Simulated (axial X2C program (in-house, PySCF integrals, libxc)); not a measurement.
Correcting the dissociation energy of TcS for spin–orbit coupling

A spin-free PBE0 curve (one-electron X2C) was computed with an in-house all-electron X2C program for linear molecules (integrals from PySCF), basis Tc dyall-cv3z [12s12p8d5f3g], S dyall-av3z [9s8p3d2f] (cores contracted in-house), for the state M_S = 5/2, Λ = 0 (beyond evenly filled blocks: σα, π+α, π-α, δ+α, δ-α). It gives D0 = 4.428 eV to Tc + S, which in a spin-free picture are the weighted means of the ground terms.

Measured levels of the ground terms (NIST Handbook of Basic Atomic Spectroscopic Data), in cm⁻¹: Tc 6S: J = 5/2 at 0; S 3P: J = 2 at 0, J = 1 at 396.1, J = 0 at 573.6.

The molecular state has Λ = 0, so it has no first-order lowering.

Task: How far does each ground level lie under the (2J+1)-weighted mean of its term?

Result: Tc: a single level, 0; S: (5 × 0 + 3 × 396.1 + 1 × 573.6)/9 = 196 cm⁻¹.

Task: Correct D0.

Result: D0 = 4.428 + (0 − 196)/8065.5 = 4.404 eV at PBE0 with these spin–orbit terms.

Second-order spin–orbit effects in the molecule, which grow quickly with Z, are left out. Occupations by symmetry block were frozen at the best pattern of an incomplete PBE0 search. De is counted from the lowest determinant-based energies of the atoms at the same level, without counterpoise correction.
